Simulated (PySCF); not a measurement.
Compound: C₂H₇F₃GeSi.
Atom-mapped SMILES: `[F:1][C:2]([F:3])([F:4])[SiH2:5][CH2:6][GeH3:7]` (hydrogens: H8, H9 on Si5; H10, H11 on C6; H12, H13, H14 on Ge7)

Computed by this run: PySCF, PBE0-D3(BJ)/def2-SVP geometry optimisation, gas phase; density fitting, grid level 1; the optimiser is geomeTRIC in internal coordinates, started from a GFN2-xTB structure with every atom displaced at random (about 0.01 Å).

Step 0: E = -74696.6187 eV
```
atom  x, y, z in Å  |  force x, y, z in eV/Å
F1     -1.4866    0.7704    1.3858   -0.114  -0.150  -0.283
C2     -1.6582    0.5920    0.0522    0.893   0.182   0.207
F3     -1.0574    1.6499   -0.5451    0.228  -0.100   0.005
F4     -2.9299    0.7349   -0.2110   -1.466  -0.124  -0.067
Si5    -0.8818   -1.0939   -0.5443    0.568   1.160   1.090
C6      0.8453   -1.0109    0.2138   -0.395   0.200  -0.001
Ge7     1.6999    0.7862    0.1572   -0.240  -0.760   0.308
H8     -0.9121   -0.9895   -1.9971    0.018  -0.195  -0.645
H9     -1.7636   -2.1144    0.0265   -0.227  -0.502   0.015
H10     1.5023   -1.7262   -0.2798    0.342  -0.213  -0.256
H11     0.8024   -1.3243    1.2719   -0.102   0.085  -0.054
H12     3.1399    0.6058    0.5368    0.773  -0.147   0.190
H13     1.0612    1.7334    1.1339   -0.253   0.269   0.410
H14     1.6312    1.3716   -1.2085   -0.025   0.294  -0.919
```

Question: Estimate the geometry and energy of step 1. (The exact step hangs on the optimiser's Hessian estimate; all steps are aligned on step 0, rigid shifts and turns removed.)

Answer: E = -74696.8128 eV, largest force 0.467 eV/Å
```
atom  x, y, z in Å  |  force x, y, z in eV/Å
F1     -1.6598    0.7940    1.3772    0.003   0.008   0.076
C2     -1.7686    0.6085    0.0522   -0.134  -0.017  -0.088
F3     -1.1912    1.6746   -0.5382   -0.080   0.039   0.018
F4     -3.0804    0.6591   -0.2438    0.307  -0.083  -0.012
Si5    -0.8707   -1.0242   -0.5010    0.027   0.396   0.246
C6      0.8638   -0.9846    0.2125   -0.067   0.050   0.002
Ge7     1.7989    0.7567    0.1578    0.020  -0.103  -0.005
H8     -0.8670   -0.9639   -1.9851   -0.041  -0.146  -0.090
H9     -1.7182   -2.1107    0.0573    0.017  -0.169  -0.108
H10     1.5004   -1.7173   -0.3097   -0.046  -0.014  -0.056
H11     0.8199   -1.3064    1.2660   -0.001   0.043   0.017
H12     3.2770    0.5240    0.5278   -0.008  -0.019  -0.004
H13     1.1661    1.7148    1.1727   -0.008   0.027   0.028
H14     1.7227    1.3601   -1.2535    0.012  -0.009  -0.023
```

The energy changes by -0.1941 eV. The first-order estimate −F·Δx gives -0.3713 eV and the mean of the old and new forces, exact on a quadratic surface, -0.1978 eV. The step makes an angle of 73° with the force vector and moves no atom by more than 0.175 Å.

The cost below is that of the whole optimisation. The run took 4.6 min on an Arm Neoverse N1 with one thread (shared host), and the process peaked at 0.62 GiB of memory.
